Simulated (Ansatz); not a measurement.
Ansatz (a program for electronic structure) input:
A basis named .json is the Basis Set Exchange file of that set.

Ansatz 0.2 input:
```yaml
crystal:
  periodic: [false, false, false]
  atoms:
    - {symbol: B, position_ang: [-0.00000000, -0.00000000, -0.57607965]}
    - {symbol: O, position_ang: [-0.00000000, -0.00000000, -1.85962095]}
    - {symbol: Cl, position_ang: [0.00000000, 0.00000000, 1.04455093]}
basis:
  gaussian:
    orbitals: aug-cc-pV_Q+d_Z.json
    fitting: {mean_field: def2-universal-jkfit, correlation: aug-cc-pVQZ-RIFIT.json}
total_charge: 1
magnetization: {spin_polarized: true, initial_magnetization: 1}
correlation: {method: mp2, electrons: outside_noble_gas}
```

Task: What final total energy does it print?

Result: -559.27848 Eh (RI-MP2/aug-cc-pV(Q+d)Z). The basis has 249 functions.
